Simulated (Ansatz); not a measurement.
(1) Predict a relaxed structure of Cr(NH)2Cl2 (CrN2Cl2H2), charge 0, singlet, at PBE0-D4/def2-SVP (Ansatz).

## Answers

(1) 
```xyz
7

Cr   -0.390   -0.185    0.195
N    -0.287    0.441   -1.245
H     0.277    0.895   -1.968
N     1.024   -0.090    0.876
H     2.006    0.195    0.830
Cl   -0.874   -2.264   -0.026
Cl   -1.757    1.008    1.338
```
Point group C2v (tolerance 0.1 Å). The metal has 4 neighbours: N 1.57 Å, N 1.57 Å, Cl 2.15 Å, Cl 2.15 Å. This is one stationary point.

The restricted singlet is unstable towards broken spin symmetry at other levels; at PBE0-D4/def2-SVP this wasn't settled.
